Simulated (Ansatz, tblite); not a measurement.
Removing and adding an electron: InCl3. Total charge 0; singlet. Geometry: PBE0-D4/def2-SVP. Ansatz, gas phase; energy differences of separate SCF runs; the oxidised species was run as a doublet alone; the reduced species was run as a doublet alone.

```tsv
atom	x (Å)	y (Å)	z (Å)
In1	0.000	0.000	0.000
Cl2	-0.371	0.419	2.251
Cl3	-1.778	0.007	-1.489
Cl4	2.149	-0.426	-0.762
```

In the def2 sets In takes a core potential; there is no spin–orbit coupling. The xTB rows come from tblite. HOMO above LUMO, or a gap near zero within one spin, warns that the state may not be the lowest or that an electron is smeared out.

```json
{"level": "GFN1-xTB", "−HOMO (eV)": "12.68", "vertical IE (eV)": "14.91", "−LUMO (eV)": "8.19", "vertical EA (eV)": "6.00", "HOMO–LUMO gap (eV)": "4.49", "IE − EA (eV)": "8.91", "remarks": "–"}
{"level": "GFN2-xTB", "−HOMO (eV)": "12.22", "vertical IE (eV)": "14.93", "−LUMO (eV)": "9.28", "vertical EA (eV)": "6.73", "HOMO–LUMO gap (eV)": "2.95", "IE − EA (eV)": "8.19", "remarks": "–"}
{"level": "PBE-D4/def2-TZVP", "−HOMO (eV)": "8.01", "vertical IE (eV)": "10.76", "−LUMO (eV)": "3.97", "vertical EA (eV)": "–", "HOMO–LUMO gap (eV)": "4.03", "IE − EA (eV)": "–", "remarks": "gap within one spin near zero (+1 doublet)"}
{"level": "PBE-D4/def2-TZVPD", "−HOMO (eV)": "8.05", "vertical IE (eV)": "–", "−LUMO (eV)": "4.04", "vertical EA (eV)": "1.56", "HOMO–LUMO gap (eV)": "4.01", "IE − EA (eV)": "–", "remarks": "HOMO above zero (-1 doublet)"}
{"level": "r2SCAN-D4/def2-TZVP", "−HOMO (eV)": "8.39", "vertical IE (eV)": "11.06", "−LUMO (eV)": "3.81", "vertical EA (eV)": "–", "HOMO–LUMO gap (eV)": "4.58", "IE − EA (eV)": "–", "remarks": "gap within one spin near zero (+1 doublet)"}
{"level": "r2SCAN-D4/def2-TZVPD", "−HOMO (eV)": "8.41", "vertical IE (eV)": "–", "−LUMO (eV)": "3.85", "vertical EA (eV)": "1.48", "HOMO–LUMO gap (eV)": "4.56", "IE − EA (eV)": "–", "remarks": "HOMO above zero (-1 doublet)"}
{"level": "PBE0-D4/def2-TZVP", "−HOMO (eV)": "9.45", "vertical IE (eV)": "11.40", "−LUMO (eV)": "3.12", "vertical EA (eV)": "–", "HOMO–LUMO gap (eV)": "6.33", "IE − EA (eV)": "–", "remarks": "–"}
{"level": "PBE0-D4/def2-TZVPD", "−HOMO (eV)": "9.48", "vertical IE (eV)": "–", "−LUMO (eV)": "3.18", "vertical EA (eV)": "1.48", "HOMO–LUMO gap (eV)": "6.29", "IE − EA (eV)": "–", "remarks": "HOMO above zero (-1 doublet)"}
```

   A HOMO above zero means that the electron is unbound at that level or that self-interaction error raises the level; the energy of removing that electron tells which. Raw xTB energy differences between charge states are shifted by several eV; the methods need an empirical correction for them.
